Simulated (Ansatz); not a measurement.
`C[SiH](O)[SiH](O)O` and `C[SiH](O)[Si](O)(O)O` differ in one atom or group.

Ansatz, PBE0-D4/def2-TZVP geometries, multiplicity 1. Each molecule was computed in one conformer, which needn't be the lowest.

| property | `C[SiH](O)[SiH](O)O` |
| --- | --- |
| LUMO energy (B3LYP/def2-TZVPP) / eV | -0.41 |
| HOMO energy (B3LYP/def2-TZVPP) / eV | -7.35 |
| LUMO energy (ωB97M-V/def2-TZVPP) / eV | 1.48 |
| LUMO energy (PBE/def2-TZVPP) / eV | -1.04 |
| HOMO energy (PBE/def2-TZVPP) / eV | -6.30 |
| HOMO–LUMO gap (ωB97M-V/def2-TZVPP) / eV | 11.09 |

Question: What does the change do to each property? (Estimate.)

Answer: The calculation gave: 
```json
{"property": "LUMO energy (B3LYP/def2-TZVPP) / eV", "`C[SiH](O)[Si](O)(O)O`": "-0.10", "shift": "0.31"}
{"property": "HOMO energy (B3LYP/def2-TZVPP) / eV", "`C[SiH](O)[Si](O)(O)O`": "-7.31", "shift": "0.04"}
{"property": "LUMO energy (ωB97M-V/def2-TZVPP) / eV", "`C[SiH](O)[Si](O)(O)O`": "1.80", "shift": "0.32"}
{"property": "LUMO energy (PBE/def2-TZVPP) / eV", "`C[SiH](O)[Si](O)(O)O`": "-0.73", "shift": "0.31"}
{"property": "HOMO energy (PBE/def2-TZVPP) / eV", "`C[SiH](O)[Si](O)(O)O`": "-6.18", "shift": "0.12"}
{"property": "HOMO–LUMO gap (ωB97M-V/def2-TZVPP) / eV", "`C[SiH](O)[Si](O)(O)O`": "11.40", "shift": "0.31"}
```

With PBE0 the HOMO rises by 0.05 eV and the LUMO rises by 0.30 eV, so the gap widens by about 0.25 eV. PBE moves the HOMO by 0.12 eV and ωB97M-V by 0.02 eV.

B3LYP here is the variant with VWN-RPA as its local correlation; programs differ in this.
